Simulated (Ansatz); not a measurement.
A geometry relaxed with PBE-D3(BJ)/def2-TZVP (Ansatz, a program for electronic structure), charge 0, multiplicity 1:

```xyz
10

Si     1.4439    -1.3897     1.0881
H     -1.5476     1.1374    -2.0070
H     -2.4393     1.3271    -0.4787
C     -1.4420     1.3879    -0.9405
C     -0.5096     0.4905    -0.2850
H      2.0252    -0.7311     2.2970
H      2.5526    -1.7491     0.1529
H      0.7419    -2.6400     1.5090
C      0.2752    -0.2649     0.2666
H     -1.1004     2.4319    -0.8707
```

Question: Write the SMILES of this molecule.

Answer: `CC#C[SiH3]`
